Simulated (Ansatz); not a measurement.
C$_{5}$H$_{10}$O$_{2}$, charge +1, doublet, at a GFN2-xTB geometry (a state made from the parent by changing its charge; the spin is typed, not shown lowest); B3LYP5/STO-3G run with Ansatz (a first-principles code).

Ansatz was given this input:
Ansatz 0.2 input:
```yaml
crystal:
  periodic: [false, false, false]
  atoms:
    - {symbol: C, position_ang: [-0.80635248, 0.19869041, 1.53112114]}
    - {symbol: C, position_ang: [-0.63727399, 0.16470995, 0.03052585]}
    - {symbol: C, position_ang: [-1.54847617, -0.81221274, -0.66130966]}
    - {symbol: C, position_ang: [-0.54997227, 1.50883974, -0.65586589]}
    - {symbol: C, position_ang: [0.93429249, -0.36807611, -0.11925253]}
    - {symbol: O, position_ang: [1.72672587, 0.43617278, 0.49177419]}
    - {symbol: O, position_ang: [1.11586504, -1.35705086, -0.73251051]}
    - {symbol: H, position_ang: [-0.15416843, 0.92680138, 2.00692103]}
    - {symbol: H, position_ang: [-1.84427610, 0.47409646, 1.74370657]}
    - {symbol: H, position_ang: [-0.66212793, -0.77914752, 1.99130477]}
    - {symbol: H, position_ang: [-2.58012032, -0.46803944, -0.56815920]}
    - {symbol: H, position_ang: [-1.50089638, -1.80314843, -0.21503004]}
    - {symbol: H, position_ang: [-1.33020590, -0.89360904, -1.72370935]}
    - {symbol: H, position_ang: [0.09892288, 2.20374074, -0.12847950]}
    - {symbol: H, position_ang: [-0.23502313, 1.42910309, -1.69656056]}
    - {symbol: H, position_ang: [-1.55881509, 1.93301212, -0.68378964]}
    - {symbol: H, position_ang: [2.67267783, 0.19250783, 0.44837289]}
basis:
  gaussian:
    orbitals: STO-3G
hamiltonian:
  xc: b3lyp5
total_charge: 1
magnetization: {spin_polarized: true, initial_magnetization: 1}
accuracy: high
```

Output, abridged:

```
Functional definition: B3LYP5
1089 factors; integrals over basis functions are off by at most 2.3e-9 eV
mean field evaluation 1: about -9305.6700 eV, gradient 1.9e1 eV
mean field evaluation 2: about -9303.5211 eV, gradient 2.9e1 eV
mean field evaluation 4: about -9307.7126 eV, gradient 2.6e0 eV
mean field evaluation 8: about -9307.6940 eV, gradient 7.3e-2 eV
mean field evaluation 16: about -9307.6940 eV, gradient 7.8e-5 eV
mean field -9307.69404945 eV, -342.0514473356 hartree, gradient 7.5e-8 eV, S^2 0.754599; 0 other end points of the search recorded, 0 dependent functions left out
reference -9307.69409021 eV, -342.0514488334 hartree; 28, 27 occupied and 17, 18 virtual orbitals, 1089 factors
Total energy: -9307.69409021 eV, -342.0514488334 hartree
```
